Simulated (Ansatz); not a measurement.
Total energies of n-GeGeGeSiGeGeH14 (SiGe₅H₁₄) from Ansatz at PBE0-D4/def2-TZVP, gas phase (1 Eh = 27.2114 eV = 2625.5 kJ/mol). The reference geometry is relaxed at PBE-D4/def2-SVP.

```xyz
20

Ge    0.064    1.381   -2.365
Ge   -1.851    0.427   -1.192
Ge   -1.415   -1.929   -0.717
Si    0.656   -2.089    0.475
Ge    0.642   -0.541    2.310
Ge    1.399    1.690    1.673
H     1.381    0.887   -1.708
H     0.046    2.932   -2.326
H     0.058    0.915   -3.846
H    -2.069    1.167    0.158
H    -3.140    0.601   -2.044
H    -2.562   -2.522    0.152
H    -1.358   -2.731   -2.050
H     0.869   -3.492    0.985
H     1.797   -1.750   -0.451
H    -0.797   -0.445    2.894
H     1.569   -1.055    3.449
H     0.385    2.373    0.718
H     2.769    1.599    0.951
H     1.558    2.583    2.934
```

```tsv
state	geometry	energy (Eh)
charge 0 singlet	reference	-10681.54244
charge 1 doublet	reference	-10681.20480
charge -1 doublet	reference	-10681.51764
free Ge atom (triplet)	–	-2076.65516
free Si atom (triplet)	–	-289.24943
free H atom (doublet)	–	-0.50104
```

Problem. Work out the vertical ionisation energy to the doublet.

Solution. E(charge 1 doublet) − E(charge 0 singlet) = -10681.20480 − (-10681.54244) = 0.33764 Eh = 9.19 eV. For comparison, −ε of the highest occupied level is 7.67 eV at this level, 1.52 eV less.

Problem. Work out the vertical electron affinity, to the doublet.

Solution. E(charge 0 singlet) − E(charge -1 doublet) = -10681.54244 − (-10681.51764) = -0.02480 Eh = -0.67 eV; negative, so the extra electron isn't bound. The basis lacks diffuse functions, which makes affinities too small.

Problem. Give the fundamental gap IE − EA, the Mulliken electronegativity (IE + EA)/2 and the hardness (IE − EA)/2.

Solution. From the values in Eh: IE − EA = 0.33764 − (-0.02480) = 0.36244 Eh = 9.86 eV; (IE + EA)/2 = 4.26 eV; (IE − EA)/2 = 4.93 eV. The HOMO–LUMO gap of the same run is 7.17 eV, 2.69 eV smaller than the fundamental gap.

Problem. What is the binding energy per atom against free atoms?

Solution. Atoms: 5 × (-2076.65516) + 1 × (-289.24943) + 14 × (-0.50104) = -10679.53979 Eh. Binding: -10679.53979 − (-10681.54244) = 2.00265 Eh = 54.49 eV, or 2.72 eV for each of 20 atoms (no zero-point energy, no counterpoise term).

At PBE0-D4/def2-TZVP the highest occupied level of the charge -1 doublet lies above zero (up to 1.99 eV). By energy differences it is unbound by 0.67 eV (vertical, against the charge 0 singlet, at PBE0-D4/def2-TZVP) and held by the finite basis.
